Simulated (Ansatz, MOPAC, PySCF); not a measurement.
System: BOCl (charge 0, singlet). SMILES: O=BCl
Geometry from a B3LYP-D3(BJ)/def2-TZVP (Ansatz, a first-principles code) optimisation:
```
B
O 1 1.2048
Cl 1 1.6862 2 180.00
```

Unscaled harmonic wavenumbers (cm⁻¹) in rising order, each level at the stationary point that it reaches from this structure (no distance between atoms moves by over 0.3 Å); the order of modes can differ between levels, and a negative number is imaginary. B3LYP-D3(BJ)/def2-TZVP (PySCF, at the structure above): 418, 418, 687, 2019.

AM1 (MOPAC): 470, 470, 625, 2170. Zero-point energy 5.3 against 5.1 kcal/mol; where all levels lie over 400 cm⁻¹, the wavenumbers are on average 1.059 times those of B3LYP-D3(BJ)/def2-TZVP.

B3LYP/6-31G* (Ansatz): 402, 402, 686, 2036. Zero-point energy 5.0 against 5.1 kcal/mol; where all levels lie over 400 cm⁻¹, the wavenumbers are on average 0.983 times those of B3LYP-D3(BJ)/def2-TZVP.
